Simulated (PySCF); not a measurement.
GeH4NOSi, GeH5NOSi (calculated)

Calculation on a computer-drawn molecule: optimised geometry and harmonic frequencies of an isolated molecule of the commonest isotopes, restricted reference for singlets and unrestricted otherwise, frozen core in MP2; on germanium a core potential holds 10 electrons, which the energies leave out, and 3d is frozen in MP2 and coupled-cluster steps. Program: PySCF 2.14.0.

Common to all runs: charge 0; method HF; basis cc-pV(D+d)Z; basis and core potential on germanium cc-pVDZ-PP ECP10MDF.

(1) GeH4NOSi

Start structure:
```xyz
8
GeH4NOSi
O      0.7987     1.8246     0.9269
Si     0.3022     0.6390    -0.0785
N     -0.7834     0.7892    -1.2542
Ge    -1.6595     0.0522    -2.6233
H      0.3892     2.6937     0.8323
H      1.1681    -0.4313     0.4593
H     -0.5926     0.2773    -3.8118
H     -2.6737     1.1324    -2.8905
```

It was run with multiplicity 2.

Results for GeH4NOSi: rotational constants 28.73, 1.179, 1.149 GHz; total energy -713.9577 hartree; spin squared 0.7556; convergence status largest gradient component 1.271e-05 hartree/bohr.

Drawn bonds:
| atom | other atom | order |
| --- | --- | --- |
| 1 | 2 | 1 |
| 2 | 3 | 1 |
| 3 | 4 | 2 |
| 1 | 5 | 1 |
| 2 | 6 | 1 |
| 4 | 7 | 1 |
| 4 | 8 | 1 |

Optimised structure:
```xyz
8
GeH4NOSi
O      0.8278     1.8555     0.9542
Si     0.2779     0.6636     0.0076
N     -0.5325     0.8690    -1.3005
Ge    -1.3888     0.1571    -2.7246
H      0.6419     2.7474     0.6913
H      0.7163    -0.5669     0.6655
H     -0.7249     0.6555    -4.0261
H     -2.8688     0.5960    -2.7072
```

Modes:
| frequency (cm⁻¹) | reduced mass (dalton) |
| --- | --- |
| 74.32 | 6.973 |
| 78.85 | 1.255 |
| 119.8 | 4.953 |
| 284.6 | 6.21 |
| 505.5 | 1.305 |
| 541.6 | 8.329 |
| 651.6 | 1.247 |
| 706 | 1.111 |
| 762.7 | 1.081 |
| 876.4 | 1.274 |
| 925.1 | 1.027 |
| 970.2 | 5.201 |
| 991.7 | 1.187 |
| 1421 | 14.18 |
| 2137 | 1.016 |
| 2145 | 1.026 |
| 2415 | 1.044 |
| 4140 | 1.067 |

(2) GeH5NOSi

Start structure:
```xyz
9
GeH5NOSi
N     -1.8463     1.0774    -1.7261
Ge    -0.0969     0.5053    -1.3450
O      0.1861     1.2423     0.1324
Si     0.0245    -1.5212    -0.1883
H     -2.5902     0.7032    -1.0637
H     -2.2265     0.9435    -2.6966
H      0.5806     1.4048    -2.4066
H      0.0829     2.1813     0.2426
H      1.4296    -1.8748    -0.4302
```

Here we set multiplicity 1.

Drawn bonds:
| atom | other atom | order |
| --- | --- | --- |
| 1 | 2 | 1 |
| 2 | 3 | 1 |
| 2 | 4 | 1 |
| 1 | 5 | 1 |
| 1 | 6 | 1 |
| 2 | 7 | 1 |
| 3 | 8 | 1 |
| 4 | 9 | 1 |

Question: Estimate the total energy of GeH5NOSi (entry 2).
Answer: -714.5105 hartree

Further results for GeH5NOSi (entry 2):

| Quantity | Value |
| --- | --- |
| rotational constants | 5.457, 2.543, 2.034 GHz |
| convergence status largest gradient component | 1.604e-05 hartree/bohr |

Optimised structure:
```xyz
9
GeH5NOSi
N     -1.9166     1.0898    -1.6413
Ge    -0.2171     0.5211    -1.2306
O      0.2989     1.4380     0.2227
Si     0.0397    -1.7276    -0.2866
H     -2.6794     0.5996    -1.2089
H     -2.1131     1.2027    -2.6199
H      0.6280     0.9421    -2.4447
H     -0.0306     2.3261     0.2508
H      1.5339    -1.7300    -0.5231
```

Modes:
| frequency (cm⁻¹) | reduced mass (dalton) |
| --- | --- |
| 96.35 | 7.208 |
| 126.4 | 2.141 |
| 155.9 | 1.185 |
| 191.3 | 1.64 |
| 216.2 | 1.476 |
| 323.4 | 1.676 |
| 349.6 | 7.832 |
| 525.3 | 1.317 |
| 659.3 | 1.113 |
| 700.2 | 4.276 |
| 717.2 | 5.88 |
| 761.6 | 1.119 |
| 789.2 | 1.083 |
| 944.4 | 1.141 |
| 979.9 | 1.152 |
| 1696 | 1.101 |
| 2161 | 1.04 |
| 2188 | 1.022 |
| 3747 | 1.05 |
| 3841 | 1.095 |
| 4134 | 1.067 |
